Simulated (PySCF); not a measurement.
**In²⁺ (indium, charge +2) across methods**

[Kr] 4d9 5s1 6s1, high-spin 4D determinant (an excited configuration). Computed with PySCF 2.14 in aug-cc-pVDZ-PP with ECP28MDF, with scalar relativity through the core potential.

| method | E (hartree) | mean ε 4d β (eV) | mean ε 5s α (eV) | mean ε 6s α (eV) | Σ⟨r²⟩ (bohr²) | ⟨S²⟩ |
| --- | --- | --- | --- | --- | --- | --- |
| PBE | -188.0530 | -47.049 | -30.022 | -11.526 | 51.99 | 3.750 |
| UHF | -187.24981 | -56.286 | -33.176 | -12.630 | 54.55 | 3.750 |
| HSE06 | -188.0512 | -49.265 | -30.620 | -11.549 | 52.41 | 3.750 |
| TPSSh | -187.9926 | -48.108 | -30.126 | -11.624 | 52.10 | 3.750 |
| PBEsol | -187.8267 | -46.880 | -30.088 | -11.500 | 51.86 | 3.750 |
| r2SCAN | -188.1057 | -47.699 | -30.074 | -11.424 | 52.28 | 3.750 |
| PBE0 | -188.0543 | -49.685 | -30.950 | -11.893 | 52.32 | 3.750 |
| LDA | -187.7044 | -46.963 | -30.484 | -11.510 | 51.80 | 3.750 |

Energies and moments cover only the electrons outside the core potential. The outer electron is Rydberg-like, and this basis confines it to a smaller radius and binds it less than a complete one would.
